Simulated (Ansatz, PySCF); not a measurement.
Some isomers of H$_{8}$NOSi$_{3}$, charge -1, singlet:

A. [SiH3][N-][SiH2]O[SiH3]
B. [SiH2-]O[SiH2]N[SiH3]
C. [SiH2-]N[SiH2]O[SiH3]
D. [SiH3]N[SiH-]O[SiH3]

Quantity: relative energy (0 K, with B3LYP-D3(BJ) harmonic zero-point energies), kJ/mol. Structures are relaxed separately at B3LYP-D3(BJ)/def2-TZVP in Ansatz (a first-principles code), one conformer each, not searched for the lowest. Frequencies are from Ansatz or PySCF. Correlated levels leave the core frozen unless marked. Spin-orbit coupling is left out. Non-relativistic. Basis-set limits of correlation are two-point, X^-3; Hartree-Fock from the larger set. The bracket is a focal-point correction in the basis named. Anions need diffuse functions, which plain sets lack and def2-D sets hold few of. Values are relative to the lowest entry of each level; other isomers of the formula, not listed, may lie lower.

```
   r2SCAN-D3(BJ)/def2-TZVPD (Ansatz + dftd3)  RI-MP2/aug-cc-pV(T+d)Z (Ansatz)  RI-MP2/aug-cc-pV(Q+d)Z (Ansatz)  RI-MP2/CBS(aug-cc-pV(T+d)Z,aug-cc-pV(Q+d)Z)+[CCSD(T)-MP2]/aug-cc-pV(T+d)Z (Ansatz)
-  -----------------------------------------  -------------------------------  -------------------------------  ----------------------------------------------------------------------------------
A                                        0.0                              0.0                              0.0                                                                                 0.0
B                                      105.7                            109.5                            114.6                                                                               102.4
C                                       99.5                            102.0                            107.2                                                                                96.4
D                                      107.2                            108.0                            113.5                                                                               103.7
```
